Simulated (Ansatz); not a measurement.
One change: `B1O[SiH2]1` becomes `[O]1[SiH2][GaH]1`.

Ansatz, PBE0-D4/def2-TZVP geometries, multiplicity 1. 

Scalar relativity is left out up to krypton.

| property | `B1O[SiH2]1` |
| --- | --- |
| HOMO energy (ωB97M-V/def2-TZVPP) / eV | -9.24 |
| size of the dipole moment (ωB97M-V/def2-TZVPP) / D | 1.19 |
| HOMO–LUMO gap (PBE/def2-TZVPP) / eV | 3.94 |
| HOMO energy (B3LYP/def2-TZVPP) / eV | -6.92 |
| HOMO–LUMO gap (PBE0/def2-TZVPP) / eV | 6.10 |
| ideal-gas entropy at 298 K and 1 bar (rigid rotor, harmonic PBE0-D4/def2-TZVP) / J/(mol·K) | 264 |

Question: Give the same properties after the change, and the shifts. (Estimate.)

Answer: The calculation gave: 
```
                                                                                  property  `[O]1[SiH2][GaH]1`  shift
                                                     HOMO energy (ωB97M-V/def2-TZVPP) / eV               -8.51   0.73
                                        size of the dipole moment (ωB97M-V/def2-TZVPP) / D                1.88   0.69
                                                       HOMO–LUMO gap (PBE/def2-TZVPP) / eV                3.02  -0.92
                                                       HOMO energy (B3LYP/def2-TZVPP) / eV               -6.33   0.59
                                                      HOMO–LUMO gap (PBE0/def2-TZVPP) / eV                4.82  -1.28
ideal-gas entropy at 298 K and 1 bar (rigid rotor, harmonic PBE0-D4/def2-TZVP) / J/(mol·K)                 294     30
```

With PBE0 the HOMO rises by 0.62 eV and the LUMO falls by 0.66 eV, so the gap narrows by about 1.28 eV. PBE moves the HOMO by 0.51 eV and ωB97M-V by 0.73 eV. Dipoles are sizes alone; their direction can turn.

B3LYP here is the variant with VWN-RPA as its local correlation; programs differ in this.
